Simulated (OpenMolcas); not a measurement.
## Fe2+: ligand-field states by method

Fe2+ with its 6 nearest fluoride ions at 2.068 Å, on the Zn site of KZnF3 (a = 4.054 Å, distance in the model lattice 2.027 Å). The rest of the host is ab initio model potentials to 7.6 Å, with orthogonalisation functions on the cations behind the ligands, and point charges beyond; the distance is set by hand and nothing relaxes. Ligand basis ANO-RCC-VDZP.
```
Fe    0.0000    0.0000    0.0000
F     2.0680    0.0000    0.0000
F     0.0000    2.0680    0.0000
F    -2.0680    0.0000    0.0000
F     0.0000   -2.0680    0.0000
F     0.0000    0.0000    2.0680
F     0.0000    0.0000   -2.0680
```

```yaml
Program: OpenMolcas 26.06
Basis: ANO-RCC-VTZP [6s5p3d2f1g]
Scalar_Hamiltonian: DKH2, point nucleus
Active_space: 6 electrons in 5 orbitals (3d)
State_averaging: 2S+1 = 5 even, 5 roots; 2S+1 = 3 even, 45 roots; 2S+1 = 1 even, 50 roots
Spin-orbit_coupling: RASSI with atomic mean-field integrals over the reference wave functions
```

I. CASSCF
II. SS-CASPT2, IPEA 0.25 Eh, imaginary shift 0.1 Eh (closed shells correlated: 3s 3p and the ligand valence shells)

Spin-free states (labels of O, the rotations of Oh) in cm-1, each column counted from its own energy of the first state listed:

```tsv
State	Degeneracy	I	II
5T2	3	0	0
5E	2	7960	9410
3T1	3	17350	14200
3T2	3	20511	16370
1A1	1	21890	17560
3T1	3	23222	20360
3T2	3	25909	21510
3E	2	26011	22800
3T1	3	26812	22790
1T1	3	27320	23060
3T2	3	30696	26410
3A2	1	30737	26780
3T1	3	31557	29360
1T2	3	32368	27580
3E	2	32536	29780
1E	2	34735	30220
3A1	1	35226	32230
1A1	1	35717	30170
1T2	3	37420	32290
3T2	3	37854	32060
```

From I to II, I's first state of the same spin (5E) moves from 7960 to 9410 cm-1, by about +1400 cm-1.

From I to II, I's first state of another spin (3T1) moves from 17350 to 14200 cm-1, by about -3200 cm-1.

χT at 300 K: I 4.09, II 4.07 cm3 K/mol.

Roots that are degenerate in the reference are averaged as groups; the widest CASPT2 spread within a group is 220 cm-1 (the 3-fold group of multiplicity 1 near 48200 cm-1 above the lowest state of its run, II). Shifts and gaps below about the spread of the groups concerned are not significant. Over all roots computed the reference weight is 0.73 to 0.74 in II; a low but even weight reflects the number of correlated electrons. An orbital triplet at a regular site is open to Jahn-Teller coupling, which can distort the site and quench the lowest spin-orbit gaps and is left out. Ligand-to-metal charge-transfer states are missing. Without dynamic correlation the repulsion within the d shell is too large (B by tens of per cent), so at a given field states of lower spin stand too high (holds for I). With no ligand orbital active B as a rule stays too high, so bands that hang on it stand too high and its fall with covalency is understated (holds for I). With metal d orbitals alone and no dynamic correlation 10Dq can be off by a tenth to a fifth, either way, in oxide and fluoride hosts (holds for I). A single d shell leaves out the double-shell effect, which counts most for late 3d ions, where the CASPT2 field can be off either way by tens of per cent (holds for II). These CASPT2 states fit no ligand-field parameters well, so their order and spin gaps are uncertain (holds for II). For late 3d ions with one d shell CASPT2 can put B and the spin-flip bands somewhat low as well as high (holds for II). With one d shell and no ligand orbital active, 10Dq can be off by tens of per cent for divalent 3d ions, low with halides held by bare charges and at times high in hosts (holds for II). Free-ion shares, where given, are those of the reference states; single-state CASPT2 does not remix them (holds for II). No measured value stands beside these numbers; the geometry was set by hand and not optimised.
